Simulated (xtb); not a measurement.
Input for xtb: GFN-FF on B3H3O6 (SMILES OB1OB(O)OB(O)O1).

```
$ xtb mol.xyz --gfnff --sp --chrg 0 --uhf 0
12

O     -1.05168134     2.52582862     0.17020093
B     -0.58322789     1.25663194     0.10360913
O     -1.41664159     0.21854457     0.43653046
B     -0.96707111    -1.08004242     0.37837933
O     -1.81228954    -2.08325317     0.71319168
O      0.33321700    -1.34351644    -0.01837969
B      1.17572183    -0.31020071    -0.35423570
O      2.44283368    -0.59774058    -0.73904654
O      0.72087563     0.99607126    -0.29465837
H     -0.39402416     3.18130019    -0.08174265
H     -1.40325137    -2.95142249     0.63993116
H      2.95553885     0.18769923    -0.95367972
```

The log:

```
[...]
           -------------------------------------------------
          |                Calculation Setup                |
           -------------------------------------------------



          ==================== Thresholds ====================
          CN  :   150.00000
          rep :   500.00000
          disp:  2500.00000
          HB1 :   250.00000
          HB2 :   450.00000

          Pauling EN used:
          Z : 1  EN :  2.20
          Z : 5  EN :  2.04
          Z : 8  EN :  3.44
          electric field strengths (au): 0.000

           -------------------------------------------------
          |           Force Field Initialization            |
           -------------------------------------------------

          distances ...
          ----------------------------------------
          generating topology and atomic info file ...
          pair mat ...
          computing topology distances matrix with Floyd-Warshall algo ...
          making topology EEQ charges ...
          #fragments for EEQ constrain: 1
          ----------------------------------------
          generating topology and atomic info file ...
          pair mat ...
          computing topology distances matrix with Floyd-Warshall algo ...
          making topology EEQ charges ...
          #fragments for EEQ constrain: 1
          rings ...
          # BATM   63
          # H in HB   3
          doing iterative Hueckel for 1 subsystem(s) ...

  atom   neighbors  erfCN metchar sp-hybrid imet pi  qest     coordinates
    1  O       2    1.92   0.00         3    0    1  -0.413   -1.987390    4.773124    0.321633
    2  B       3    2.85   0.04         2    0    1   0.439   -1.102141    2.374690    0.195793
    3  O       2    1.92   0.00         3    0    1  -0.324   -2.677065    0.412989    0.824923
    4  B       3    2.85   0.05         2    0    1   0.439   -1.827500   -2.040984    0.715033
    5  O       2    1.92   0.00         3    0    1  -0.413   -3.424731   -3.936778    1.347737
    6  O       2    1.92   0.00         3    0    1  -0.324    0.629689   -2.538878   -0.034733
    7  B       3    2.85   0.04         2    0    1   0.439    2.221792   -0.586194   -0.669408
    8  O       2    1.92   0.00         3    0    1  -0.413    4.616287   -1.129566   -1.396596
    9  O       2    1.92   0.00         3    0    1  -0.324    1.362258    1.882302   -0.556824
   10  H       1    0.97   0.00         0    0    0   0.298   -0.744598    6.011786   -0.154471
   11  H       1    0.97   0.00         0    0    0   0.298   -2.651761   -5.577380    1.209295
   12  H       1    0.97   0.00         0    0    0   0.298    5.585159    0.354700   -1.802193

          #atoms :   12
          #bonds :   12
          #angl  :   15
          #tors  :   21
          #nmol  :   1
          #optfrag :   1
           -------------------------------------------------
          |                   G F N - F F                   |
          |          A general generic force-field          |
          |                  Version 1.0.3                  |
           -------------------------------------------------
          Number of HB bonds (bound hydrogen)     180
          Number of HB bonds (unbound hydrogen)   90
          Number of XB bonds                      0

 E+G (total)                   0 d,  0 h,  0 min,  0.000 sec
 distance/D3 list               ...        0 min,  0.000 sec (  0.783%)
 non bonded repulsion           ...        0 min,  0.000 sec ( 11.021%)
 dCN                            ...        0 min,  0.000 sec (  5.181%)
 EEQ energy and q               ...        0 min,  0.000 sec (  5.352%)
Note: The following floating-point exceptions are signalling: IEEE_UNDERFLOW_FLAG IEEE_DENORMAL
normal termination of xtb
 D3                             ...        0 min,  0.000 sec (  9.519%)
 EEQ gradient                   ...        0 min,  0.000 sec (  2.113%)
 bonds                          ...        0 min,  0.000 sec (  7.670%)
 bend and torsion               ...        0 min,  0.000 sec ( 26.478%)
 bonded ATM                     ...        0 min,  0.000 sec (  6.379%)
 HB/XB (incl list setup)        ...        0 min,  0.000 sec ( 20.572%)

         :::::::::::::::::::::::::::::::::::::::::::::::::::::
         ::                     SUMMARY                     ::
         :::::::::::::::::::::::::::::::::::::::::::::::::::::
         :: total energy              -1.591607521787 Eh    ::
         :: gradient norm              0.026851246472 Eh/a0 ::
         ::.................................................::
         :: bond energy               -1.370479742640 Eh    ::
         :: angle energy               0.004695138159 Eh    ::
         :: torsion energy             0.000000003152 Eh    ::
         :: repulsion energy           0.122387700279 Eh    ::
         :: electrostat energy        -0.343201770904 Eh    ::
         :: dispersion energy         -0.004997939298 Eh    ::
         :: HB energy                 -0.000000101536 Eh    ::
         :: XB energy                  0.000000000000 Eh    ::
         :: bonded atm energy         -0.000010808998 Eh    ::
         :: external energy            0.000000000000 Eh    ::
         :: add. restraining           0.000000000000 Eh    ::
         :: total charge              -0.000000000000 e     ::
         :::::::::::::::::::::::::::::::::::::::::::::::::::::

           -------------------------------------------------
          |                Property Printout                |
           -------------------------------------------------

molecular dipole:
                 x           y           z       tot (Debye)
 q only:        0.911       0.315      -0.310       2.573

           -------------------------------------------------
          | TOTAL ENERGY               -1.591607521787 Eh   |
          | GRADIENT NORM               0.026851246472 Eh/α |
           -------------------------------------------------
########################################################################
[WARNING] Runtime exception occurred
-1- gfnff_setup: Could not read topology file.
########################################################################

------------------------------------------------------------------------
------------------------------------------------------------------------
 total:
 SCF:
```

The run finished.

Cost: roughly 0.010 core-seconds.
